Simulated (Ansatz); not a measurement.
The cluster H2Au3⁺, relaxed as a singlet with RKS PBE-D4/def2-TZVP in Ansatz, starting from the GFN1-xTB geometry. Force threshold 0.02 eV/Å.

In the def2 sets Au takes a core potential; there is no spin–orbit coupling. The restricted singlet is unstable towards broken spin symmetry in Hartree–Fock (as tested in another run); at PBE-D4/def2-TZVP this wasn't settled. Another isomer (singlet) lies 2.56 eV lower at PBE0-D4/def2-TZVP; other spin states weren't run for this one.

Start:

Cartesian coordinates in Å:
```
Au -0.218 0.463 -1.072
Au 0.410 -0.458 1.013
Au 2.158 0.020 -0.643
H -0.663 -0.759 2.047
H -1.687 0.735 -1.346
```

```csv
step,energy (eV),largest force component (eV/Å),SCF passes
1,-11107.4890,3.788,34
2,-11108.3276,0.429,50
3,-11108.3807,0.563,38
4,-11108.4429,0.206,33
5,-11108.4628,0.162,27
6,-11108.4649,0.032,25
7,-11108.4652,0.014,24
```

Force components are those of the run's own axes.

End:

```xyz
5

Au   -0.150    0.513   -1.219
Au    0.388   -0.472    1.053
Au    2.400    0.054   -0.791
H    -0.952   -0.661    1.885
H    -1.686    0.566   -0.928
```

By distances, no bond broke or formed. The bond that changes most is Au2–Au3, from 2.45 to 2.78 Å (atoms count from 1).

No frequencies were taken in this run, so the end may be a saddle point.

Hardware: 2 threads of Intel Xeon Platinum 8375C on a shared host. Wall time 16 s.
